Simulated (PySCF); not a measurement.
Isomers of C8H13FSi, mass 156.077 u with the commonest isotopes. The calculation used PBE0/pcSseg-1 in PySCF (dipole) on a GFN2-xTB geometry, gas phase. One conformer each, none proved a minimum here; rigid rotors.

Task: Order these by rotational constant B, largest first.
A. `[CH3:1][C:2]#[C:3][Si@@H:4]([F:5])[C@@H:6]([CH3:7])[CH:8]1[CH2:9][CH2:10]1` with C3–Si4–C6–C7 -58°, Si4–C6–C8–C9 80°
B. `[CH:1]#[C:2][CH2:3][C@:4]([F:5])([SiH2:6][CH3:7])[CH:8]1[CH2:9][CH2:10]1` with C2–C3–C4–F5 179°, C3–C4–Si6–C7 171°, C3–C4–C8–C9 -79°
C. `[CH3:1][C:2]#[C:3]/[C:4](=[CH:5]\[SiH2:6][CH2:7][F:8])[CH2:9][CH3:10]` with C4–C5–Si6–C7 178°, C5–Si6–C7–F8 -65°, C3–C4–C9–C10 65°
D. `[CH2:1]=[C:2]([CH3:3])[C@@H:4]1[SiH2:5]/[C:6](=[CH:7]\[CH3:8])[C@H:9]1[F:10]` with C1–C2–C4–Si5 -111°, C2–C4–Si5–C6 -133°, C4–Si5–C6–C7 -163°, Si5–C6–C9–F10 -131°, C2–C4–C9–C6 136°
E. `[CH3:1]/[CH:2]=[C:3]1\[SiH2:4][C@@H:5]([CH:6]2[CH2:7][CH2:8]2)[C@@H:9]1[F:10]` with Si4–C5–C6–C7 -34°, C2–C3–Si4–C5 -162°, C3–Si4–C5–C6 -131°, C5–C6–C7–C8 110°, Si4–C5–C9–F10 133°
F. `[CH:1]#[C:2][CH2:3][C@@:4]([F:5])([SiH2:6][CH3:7])[C:8](=[CH2:9])[CH3:10]` with C2–C3–C4–F5 73°, C3–C4–Si6–C7 -65°, C3–C4–C8–C9 130°

Result: B (1019 MHz), F (856.8 MHz), E (720.4 MHz), D (693.3 MHz), A (658.0 MHz), C (541.6 MHz).

Task: Order these by dipole moment, largest first.
A. `[CH3:1][C:2]#[C:3]/[C:4](=[CH:5]\[SiH2:6][CH2:7][F:8])[CH2:9][CH3:10]` with C4–C5–Si6–C7 178°, C5–Si6–C7–F8 -65°, C3–C4–C9–C10 65°
B. `[CH:1]#[C:2][CH2:3][C@@:4]([F:5])([SiH2:6][CH3:7])[C:8](=[CH2:9])[CH3:10]` with C2–C3–C4–F5 73°, C3–C4–Si6–C7 -65°, C3–C4–C8–C9 130°
C. `[CH:1]#[C:2][CH2:3][C@:4]([F:5])([SiH2:6][CH3:7])[CH:8]1[CH2:9][CH2:10]1` with C2–C3–C4–F5 179°, C3–C4–Si6–C7 171°, C3–C4–C8–C9 -79°
D. `[CH2:1]=[C:2]([CH3:3])[C@@H:4]1[SiH2:5]/[C:6](=[CH:7]\[CH3:8])[C@H:9]1[F:10]` with C1–C2–C4–Si5 -111°, C2–C4–Si5–C6 -133°, C4–Si5–C6–C7 -163°, Si5–C6–C9–F10 -131°, C2–C4–C9–C6 136°
E. `[CH3:1]/[CH:2]=[C:3]1\[SiH2:4][C@@H:5]([CH:6]2[CH2:7][CH2:8]2)[C@@H:9]1[F:10]` with Si4–C5–C6–C7 -34°, C2–C3–Si4–C5 -162°, C3–Si4–C5–C6 -131°, C5–C6–C7–C8 110°, Si4–C5–C9–F10 133°

Result: A (2.73 D), D (2.11 D), B (1.76 D), E (1.52 D), C (1.22 D).

Task: Order these by rotational constant A, largest first.
A. `[CH3:1]/[CH:2]=[C:3]1\[SiH2:4][C@@H:5]([CH:6]2[CH2:7][CH2:8]2)[C@@H:9]1[F:10]` with Si4–C5–C6–C7 -34°, C2–C3–Si4–C5 -162°, C3–Si4–C5–C6 -131°, C5–C6–C7–C8 110°, Si4–C5–C9–F10 133°
B. `[CH3:1][C:2]#[C:3][Si@@H:4]([F:5])[C@@H:6]([CH3:7])[CH:8]1[CH2:9][CH2:10]1` with C3–Si4–C6–C7 -58°, Si4–C6–C8–C9 80°
C. `[CH3:1][C:2]#[C:3]/[C:4](=[CH:5]\[SiH2:6][CH2:7][F:8])[CH2:9][CH3:10]` with C4–C5–Si6–C7 178°, C5–Si6–C7–F8 -65°, C3–C4–C9–C10 65°
D. `[CH:1]#[C:2][CH2:3][C@:4]([F:5])([SiH2:6][CH3:7])[CH:8]1[CH2:9][CH2:10]1` with C2–C3–C4–F5 179°, C3–C4–Si6–C7 171°, C3–C4–C8–C9 -79°
E. `[CH:1]#[C:2][CH2:3][C@@:4]([F:5])([SiH2:6][CH3:7])[C:8](=[CH2:9])[CH3:10]` with C2–C3–C4–F5 73°, C3–C4–Si6–C7 -65°, C3–C4–C8–C9 130°

Result: A (1982 MHz), E (1515 MHz), C (1411 MHz), B (1356 MHz), D (1238 MHz).

| SMILES | point group | Ia (u·Å²) | Ib (u·Å²) | Ic (u·Å²) | κ | μa (D) | μb (D) | μc (D) |
| --- | --- | --- | --- | --- | --- | --- | --- | --- |
| C/C=C1\[SiH2][C@@H](C2CC2)[C@@H]1F | C1 | 255.04 | 701.51 | 855.84 | -0.81 | 0.19 | 1.42 | 0.53 |
| CC#C/C(=C\[SiH2]CF)CC | C1 | 358.13 | 933.04 | 1216.46 | -0.75 | 2.31 | 0.75 | 1.25 |
| C=C(C)[C@@H]1[SiH2]/C(=C\C)[C@H]1F | C1 | 256.40 | 728.96 | 839.80 | -0.87 | 1.09 | 1.55 | 0.93 |
| C#CC[C@](F)([SiH2]C)C1CC1 | C1 | 408.39 | 496.11 | 691.78 | 0.14 | 0.08 | 0.03 | 1.21 |
| CC#C[Si@@H](F)[C@@H](C)C1CC1 | C1 | 372.60 | 768.03 | 928.33 | -0.72 | 0.41 | 2.69 | 0.29 |
| C#CC[C@@](F)([SiH2]C)C(=C)C | C1 | 333.54 | 589.86 | 700.42 | -0.66 | 0.65 | 0.15 | 1.63 |
